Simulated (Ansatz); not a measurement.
Born–Oppenheimer molecular dynamics of CH9BOSi2 (14 atoms, charge 0, multiplicity 1). It starts from a relaxed structure.

Computed with UKS BLYP/STO-3G in Ansatz.

```
ensemble                      : NVE (velocity Verlet)
time step                     : 0.5 fs
steps asked                   : 266
starting velocities drawn for : 1500 K
seed                          : 223938
```

First frame:

```xyz
14
Properties=species:S:1:pos:R:3
B -0.702 1.725 1.368
Si -1.364 0.507 -0.023
O -1.544 1.206 -1.620
Si 0.015 -1.351 0.027
C 1.796 -0.983 -0.516
H 0.033 2.619 1.129
H -0.972 1.553 2.504
H -2.709 0.027 0.281
H -0.635 1.695 -1.760
H -0.518 -2.395 -0.842
H 0.055 -1.904 1.376
H 2.415 -1.899 -0.483
H 2.280 -0.234 0.139
H 1.837 -0.596 -1.551
```

(1) How far do the bonds stretch over the last three quarters of this one trajectory? (Pairs bonded in most of those frames.)

Answers

(1) 
| bond | mean (Å) | spread (Å) | shortest | longest |
| --- | --- | --- | --- | --- |
| B1–Si2 | 1.992 | 0.062 | 1.87 | 2.11 |
| B1–H6 | 1.191 | 0.053 | 1.10 | 1.27 |
| B1–H7 | 1.185 | 0.023 | 1.13 | 1.24 |
| Si2–O3 | 1.767 | 0.062 | 1.67 | 1.87 |
| Si2–Si4 | 2.346 | 0.052 | 2.25 | 2.41 |
| Si2–H8 | 1.509 | 0.122 | 1.31 | 1.69 |
| O3–H9 | 1.049 | 0.025 | 1.00 | 1.09 |
| Si4–C5 | 1.911 | 0.045 | 1.84 | 2.00 |
| Si4–H10 | 1.463 | 0.008 | 1.45 | 1.48 |
| Si4–H11 | 1.463 | 0.015 | 1.44 | 1.49 |
| C5–H12 | 1.114 | 0.040 | 1.05 | 1.17 |
| C5–H13 | 1.113 | 0.042 | 1.03 | 1.19 |
| C5–H14 | 1.110 | 0.019 | 1.08 | 1.14 |

Mean temperature of the second half: 740 K. The conserved energy stayed within 0.92 meV per atom of its start (net change 0.45 meV per atom), so the integration is sound. Over the second half the temperature averaged 0.49 of the 1500 K drawn at the start: a run that starts near a minimum puts about half its kinetic energy into the potential. A run of 0.13 ps of so small a system gives no equilibrium averages. Limits of this set-up: minimal basis.

Run time: 10 min on 2 threads of Arm Neoverse V1, on a shared host, peak memory 0.12 GiB.
